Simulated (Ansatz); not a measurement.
Basis-set extrapolation for `[Li][O]C(C)(C)C` (PBE0-D4/def2-TZVP geometry, frozen core, Ansatz). Multiplicity 1, RHF reference. For Li the program correlates outer-core shells too, which these sets cover unevenly, so the extrapolated numbers aren't a true limit.

```
                      def2-TZVPP   def2-QZVPP
                 HF  -239.145962  -239.158271
    MP2 correlation    -0.994239    -1.059879
CCSD(T) correlation    -1.080170      not run
```

Energies in hartree. Use E(X) = E(∞) + A·exp(−7.88·√X) for Hartree–Fock and E(X) = E(∞) + B·X^(−2.97) for correlation, with X = 3 and 4, and add CCSD(T) minus MP2 of the smaller set to the MP2 limit.

Problem. What is the CCSD(T) energy at the basis-set limit?

Solution. HF limit: -239.158271 + (-0.012309) × 0.13774 = -239.15997. MP2 limit: -1.059879 + (-0.065640) × 0.74074 = -1.10850. Higher-order term: -1.080170 − (-0.994239) = -0.08593. Total: -240.35440 hartree, 80.5 kcal/mol below CCSD(T)/def2-TZVPP.
